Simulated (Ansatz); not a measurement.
Input for Ansatz (a program for electronic structure): R-B3LYP/def2-TZVPPD on H4OSi (SMILES O[SiH3]) with ghost functions, monomers drawn apart or pushed together. Files ending in .json are basis or fitting sets from the Basis Set Exchange.

Ansatz 0.2 input:
```yaml
crystal:
  periodic: [false, false, false]
  atoms:
    - {symbol: O, position_ang: [0.52978626, -0.96267746, 2.97114501]}
    - {symbol: Si, position_ang: [0.34396934, 0.41645742, 3.85497962]}
    - {symbol: H, position_ang: [0.20063403, -0.94519446, 2.06411419]}
    - {symbol: H, position_ang: [1.05454200, 1.56725887, 3.24121691]}
    - {symbol: H, position_ang: [0.91700722, 0.13557762, 5.18713936]}
    - {symbol: H, position_ang: [-1.08547795, 0.79343993, 3.99839109]}
basis:
  gaussian:
    orbitals: def2-TZVPPD.json
    ghost_atoms:
      - {symbol: C, position_ang: [-0.14618371, -0.07036537, 0.10699176]}
      - {symbol: C, position_ang: [-1.21301724, -0.45623640, 0.49119218]}
      - {symbol: H, position_ang: [0.79929858, 0.27475184, -0.23652687]}
      - {symbol: H, position_ang: [-2.16260394, -0.79545715, 0.82920939]}
hamiltonian:
  xc: {name: B3LYP}
scf: {lower_state_search: off}
```

The log:

```
WARN ansatz: RAYON_NUM_THREADS=1 ignored (pool sized by the plan → 1); use --threads N
Functional definition: B3LYP
these checks for a lower state are left out or cut short: stability, starts, cluster_reference, orbital_swaps, neighbouring_geometries, increment
integrals: 0.18 GiB planned
1151 factors; their error is unknown
mean field: 1.51 GiB planned
mean field evaluation 1: about -9987.8482 eV, gradient 5.6e1 eV
mean field evaluation 2: about -9973.7768 eV, gradient 1.0e2 eV
mean field evaluation 4: about -9992.7593 eV, gradient 1.4e0 eV
mean field evaluation 8: about -9992.7769 eV, gradient 2.7e-2 eV
mean field evaluation 16: about -9992.7769 eV, gradient 2.8e-6 eV
mean field -9992.77685583 eV, -367.2277761044 hartree, gradient 2.8e-6 eV, S^2 0.000000; 0 other end points of the search recorded, 0 dependent functions left out
reference -9992.77709424 eV, -367.2277848657 hartree; 13, 13 occupied and 251, 251 virtual orbitals, 1151 factors
Total energy: -9992.77709424 eV, -367.2277848657 hartree
Checks for a lower state left out: stability, starts, cluster_reference, orbital_swaps, neighbouring_geometries, increment
```

The run converged.

Cost: around 3 core-seconds (rough).
